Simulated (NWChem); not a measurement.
C3H4O2S; SMILES C#CS(C)(=O)=O

Computed with NWChem. Coordinates come from a B3LYP/6-31G* (spherical d) optimisation. Static field.

Problem. What does the run give for PBE0/aug-cc-pVDZ? Quantities: isotropic polarisability (bohr³); anisotropy (bohr³).

Solution. 
```yaml
isotropic polarisability (bohr³): 63.0
anisotropy (bohr³): 25.0
```
